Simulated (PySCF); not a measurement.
**K- (potassium, charge -1) across methods**

[Ar] 4s2, closed-shell 1S. All numbers are calculated (PySCF 2.14, scalar relativity by spin-free X2C-1e, in aug-cc-pwCVTZ-X2C with one added diffuse shell each of s, p, d, f type (10s9p7d4f, 100 functions)).

| method | E (hartree) | mean ε 3s (eV) | mean ε 3p (eV) | mean ε 4s (eV) | Σ⟨r²⟩ (bohr²) | ⟨S²⟩ |
| --- | --- | --- | --- | --- | --- | --- |
| HSE06 | -602.104 | -34.575 | -16.669 | 0.643 | 133.5 | 0.000 |
| LDA | -600.506 | -31.268 | -14.929 | 0.668 | 133.0 | 0.000 |
| PBE | -602.042 | -31.525 | -14.999 | 0.698 | 135.7 | 0.000 |
| UHF | -601.46137 | -44.644 | -22.661 | -0.279 | 158.3 | 0.000 |
| B97-3 | -602.182 | -35.100 | -17.074 | 0.391 | 133.2 | 0.000 |
| r2SCAN | -602.209 | -33.134 | -15.822 | 0.659 | 135.4 | 0.000 |
| BP86 | -602.319 | -31.528 | -15.007 | 0.639 | 131.1 | 0.000 |
| PBE0 | -602.082 | -34.991 | -17.081 | 0.367 | 131.3 | 0.000 |
| LC-wPBE | -602.109 | -37.979 | -20.285 | -0.650 | 128.2 | 0.000 |

The outer electron is barely bound at this level, so radii and moments hang on the diffuse functions.

The highest occupied level is positive at HSE06, LDA, PBE, B97-3, r2SCAN, BP86, PBE0: only the finite basis holds that electron, which in a density functional comes from self-interaction.
